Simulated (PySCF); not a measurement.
These compounds are isomers of formula C6H6F4O.

A. SMILES C[C@@]1(F)CO[C@@H]1C(F)=C(F)F
B. `C/C(C(=O)F)=C(\C)C(F)(F)F`
C. `F[C@@H]1CCC(C(F)(F)F)=CO1`
D. SMILES FC(F)(F)CO[C@@]1(F)[C@@H]2C[C@@H]21
E. `C[C@@]1(C(=O)F)C[C@H]1C(F)(F)F`

Spectrum 1. ¹H NMR (400 MHz, computed): δ 2.31 (m, 1H), 1.67 (s, 3H), 1.57 (m, 1H), 1.44 (m, 1H). ¹³C{¹H} NMR (computed): δ 175.3 (C), 134.2 (C), 33.8 (CH), 25.8 (CH2), 24.2 (C), 15.2 (CH3).

Spectrum 2. ¹H NMR (400 MHz, computed): δ 7.22 (m, 1H), 6.13 (m, 1H), 2.66 (m, 1H), 2.23 (m, 1H), 2.13 (m, 1H), 1.55 (m, 1H). ¹³C{¹H} NMR (computed): δ 151.1 (CH), 133.3 (C), 112.8 (C), 107.3 (CH), 27.9 (CH2), 16.5 (CH2).

Spectrum 3. ¹H NMR (400 MHz, computed): δ 5.09 (m, 1H), 4.99 (m, 1H), 4.52 (m, 1H), 1.70 (m, 3H). ¹³C{¹H} NMR (computed): δ 170.3 (C), 137.0 (C), 96.8 (C), 90.8 (CH), 83.4 (CH2), 24.9 (CH3).

Spectrum 4. ¹H NMR (400 MHz, computed): δ 2.24 (s, 3H), 2.16 (s, 3H). ¹³C{¹H} NMR (computed): δ 168.0 (C), 148.3 (C), 137.1 (C), 132.1 (C), 19.4 (CH3), 18.0 (CH3).

Spectrum 5. ¹H NMR (400 MHz, computed): δ 4.35 (m, 2H), 2.52 (m, 2H), 1.32 (m, 1H), 1.32 (m, 1H). ¹³C{¹H} NMR (computed): δ 133.4 (C), 117.4 (C), 68.4 (CH2), 17.3 (CH2), 17.0 (CH).

Computational details: GIAO PBE0/pcSseg-1 shieldings, coordinates at the GFN2-xTB level, in PySCF (no relativistic terms, no solvent model, single conformer, averaged over atoms made equivalent by symmetry, fast rotation or ring inversion).

Shifts are taken against calculated references (same method and geometry level): ¹H and ¹³C against TMS. Splittings of carbon signals by F and P are missing where no couplings were computed. Where no couplings were computed, multiplicities follow the n + 1 count of equivalent neighbours, and m marks all less simple cases (inequivalent or close neighbours, rings, F or P nearby). Shifts are as computed. Against solution values, carbons near 30 ppm lie about +3 ppm off and those near 130 ppm about +5 ppm. Of 1211 compounds with measured shifts, 218 miss one by over three times the rms of a fit or turn the order of signals round; such compounds aren't used in these exercises.

**Question.** Which spectrum belongs to which compound?

**Answer.** 1–E, 2–C, 3–A, 4–B, 5–D.

- Spectrum 1 (E): 6 ¹³C signals; δC 134.2 is a CF3 carbon; δC 33.8 is a three-membered-ring carbon.
- Spectrum 2 (C): 6 ¹³C signals; δC 151.1 is an alkene carbon bearing oxygen; δC 133.3 is a CF3 carbon.
- Spectrum 3 (A): 6 ¹³C signals; δC 137.0 is a fully substituted alkene carbon; δC 96.8 is a fully substituted sp3 carbon bonded to F.
- Spectrum 4 (B): 6 ¹³C signals; δC 148.3 is a β carbon of a C=C–C=O unit; δC 137.1 is an α carbon of a C=C–C=O unit.
- Spectrum 5 (D): 5 ¹³C signals; δC 133.4 is a CF3 carbon; δC 117.4 is a three-membered-ring carbon.
